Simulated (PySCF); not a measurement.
**Peak assignment**

Molfile (atoms numbered from 1):
```
C8H6FN3
     RDKit          3D

 18 19  0  0  0  0  0  0  0  0999 V2000
   -4.2043    0.5543    0.1462 F   0  0  0  0  0  0  0  0  0  0  0  0
   -2.8691    0.3783    0.0992 C   0  0  0  0  0  0  0  0  0  0  0  0
   -2.0464    1.4921    0.0777 C   0  0  0  0  0  0  0  0  0  0  0  0
   -0.6782    1.3102    0.0284 C   0  0  0  0  0  0  0  0  0  0  0  0
   -0.1572    0.0204    0.0035 C   0  0  0  0  0  0  0  0  0  0  0  0
    1.2226   -0.1611   -0.0452 N   0  0  0  0  0  0  0  0  0  0  0  0
    1.7838   -1.3526   -0.0726 N   0  0  0  0  0  0  0  0  0  0  0  0
    3.0808   -1.1119   -0.1128 C   0  0  0  0  0  0  0  0  0  0  0  0
    3.2634    0.2777   -0.1079 C   0  0  0  0  0  0  0  0  0  0  0  0
    2.0728    0.8450   -0.0647 N   0  0  0  0  0  0  0  0  0  0  0  0
   -0.9951   -1.0899    0.0267 C   0  0  0  0  0  0  0  0  0  0  0  0
   -2.3637   -0.9107    0.0746 C   0  0  0  0  0  0  0  0  0  0  0  0
   -2.4797    2.4792    0.0997 H   0  0  0  0  0  0  0  0  0  0  0  0
   -0.0028    2.1499    0.0093 H   0  0  0  0  0  0  0  0  0  0  0  0
    3.8006   -1.9024   -0.1421 H   0  0  0  0  0  0  0  0  0  0  0  0
    4.1631    0.8557   -0.1320 H   0  0  0  0  0  0  0  0  0  0  0  0
   -0.5607   -2.0761    0.0072 H   0  0  0  0  0  0  0  0  0  0  0  0
   -3.0385   -1.7516    0.0929 H   0  0  0  0  0  0  0  0  0  0  0  0
  1  2  1  0
  2  3  1  0
  3  4  2  0
  4  5  1  0
  5  6  1  0
  6  7  1  0
  7  8  2  0
  8  9  1  0
  9 10  2  0
  5 11  2  0
 11 12  1  0
 12  2  2  0
 10  6  1  0
  3 13  1  0
  4 14  1  0
  8 15  1  0
  9 16  1  0
 11 17  1  0
 12 18  1  0
M  END
```

PySCF 2.14.0 with density-fitted response routines calculation with GFN2-xTB geometry and shieldings: GIAO PBE0/pcSseg-1; one conformer, relativity neglected, isolated molecule, averaged over atoms made equivalent by symmetry, fast rotation or ring inversion.

Chemical shifts δ = σref − σ; 13C (σref 186.93), 1H (σref 31.72) against TMS, all at this level.

**Question.** Assign these signals to the numbered atoms. 13C{1H} NMR (computed): δ 172.2 (C), 139.9 (CH), 139.5 (C), 125.8 (CH), 121.8 (CH).

**Answer.** 
172.2 → C2, aromatic carbon bearing fluorine: σ withdrawal by the attached heteroatom moves it downfield of the ring CH carbons
139.9 → C8/C9, aromatic CH next to a ring nitrogen
139.5 → C5, aromatic carbon bearing nitrogen: σ withdrawal by the attached heteroatom moves it downfield of the ring CH carbons
125.8 → C4/C11, aromatic CH
121.8 → C3/C12, aromatic CH

C8/C9 and C5 lie closer than the usual error of such a calculation, so a measured spectrum could show them in the other order.

**Question.** Assign these signals to the numbered atoms. 1H NMR (600 MHz, computed): δ 8.76 (m, 2H), 7.85 (s, 2H), 7.47 (m, 2H).

**Answer.** 
8.76 → H14/H17, hydrogen on an aromatic CH: it sits in the deshielding region of the aromatic ring current
7.85 → H15/H16, hydrogen on an aromatic CH next to a ring nitrogen: the ring current deshields protons in the ring plane
7.47 → H13/H18, hydrogen on an aromatic CH: it sits in the deshielding region of the aromatic ring current

Splittings by 19F in the carbon and heteronuclear signals aren't shown, as no couplings were computed. Shifts are as computed. Against solution values, carbons near 30 ppm lie about +3 ppm off and those near 130 ppm about +5 ppm. Of 1211 compounds with measured shifts, 218 miss one by over three times the rms of a fit or turn the order of signals round; such compounds aren't used in these exercises. Multiplicities follow the n + 1 count of equivalent neighbours, as no J values were calculated; m marks all less simple cases, F and P coupling included.
